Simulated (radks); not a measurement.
As17+, 16 electrons, occupied as [Ne] 3s2 3p4.

Method: scalar-relativistic Kohn-Sham, PW91, spin-unpolarised, spherical densities, finite nucleus; Fermi nuclear charge, rms radius 4.0968 fm; computed with a radial shooting solver on a logarithmic mesh with Libxc functionals.

Energy parts (eV):
part                       energy
total                  -57331.608
kinetic                 58535.299
electron-nucleus      -127329.082
Hartree                 13196.734
exchange-correlation    -1734.559

Orbitals (lengths in bohr, moments of r in powers of bohr):
orbital  occ.  eigenvalue (eV)       <r^4>     <r^2>  <1/r>      <r>
1s          2        -12361.31  0.00002000  0.002787  33.46  0.04550
2s          2        -2118.477    0.003875   0.04757  7.427   0.2011
2p          6        -1938.918    0.002801   0.03761  7.268   0.1755
3s          2        -713.6486      0.1392    0.3070  2.797   0.5196
3p          4        -656.5866      0.1394    0.3015  2.704   0.5115
3d          0        -573.1154      0.1101    0.2544  2.548   0.4678
4s          0        -347.8426       1.889     1.173  1.407    1.023

The highest occupied level is 3p at -656.59 eV. For comparison, the ionisation energy in NIST's Atomic Spectra Database is 673 eV (semi-empirical). In exact Kohn-Sham theory the highest level is minus the ionisation energy, but local and semilocal functionals leave it too shallow, through self-interaction and a potential that decays too fast; potentials with the right tail come closer. Summed over all electrons, <r^2> = 2.146 bohr^2, which gives a Langevin (diamagnetic) susceptibility term of -1.7 x 10^-6 cm^3/mol. The electron density at the nucleus is 3.62e+04 e/bohr^3 (large components only).

Beside tabulated values, note that spin-unpolarised runs miss the spin-polarisation part of the exchange energy of open shells.
